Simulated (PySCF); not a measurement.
Start geometry of In(CO)H3 (`[H][In]([H])([H])<-[C-]#[O+]`) from a GFN1-xTB structure with every atom displaced at random (by about 0.03 Å) (Å):
```
atom  x, y, z in Å
In1    0.0470   -0.0775   -0.9366
C2    -0.0056    0.0039    1.4854
O3    -0.0155   -0.0117    2.5852
H4     1.7834    0.0075   -1.0693
H5    -0.8775    1.4438   -1.1040
H6    -0.8687   -1.4619   -1.0300
```

Q: What comes out of this run: PBE0-D3(BJ)/def2-SVP geometry optimisation, gas phase, def2 core potentials past Kr in PySCF 2.14.0?

A: 
```
atom  x, y, z in Å
In1    0.0179   -0.0217   -1.0128
C2    -0.0001    0.0052    1.5624
O3    -0.0096   -0.0060    2.6865
H4     1.7509   -0.0157   -1.0929
H5    -0.8565    1.4711   -1.1367
H6    -0.8394   -1.5289   -1.0758
```

The energy falls by 0.124 eV over 6 energy and gradient evaluations, the largest force component goes from 0.0684 to 2.1e-04 Eh/bohr, and the atoms move by 0.079 Å rms after alignment. The bond that changes most is In1–C2 (ends: indium bonded to C and 3 H; carbon bonded to In and O), which lengthens by 0.151 Å. Bonds longer at the end by more than 0.005 Å: 3 of 5; shorter: 2. Among the angles that change most is H4–In1–H6, from 125.8° to 119.7°. Rotational constants go from 55964, 2258, 2254 to 55679, 2040, 2040 MHz. The orientation of the end geometry is arbitrary; only internal coordinates are fixed.

The run used 69 basis functions and 38 SCF cycles in all. Time: 8.6 s wall; peak memory 0.28 GiB. Hardware: one thread of an Arm Neoverse V2, shared host with 192 logical CPUs at a one-minute load of 18.

PBE0-D3(BJ)/def2-SVP frequencies: not computed here.
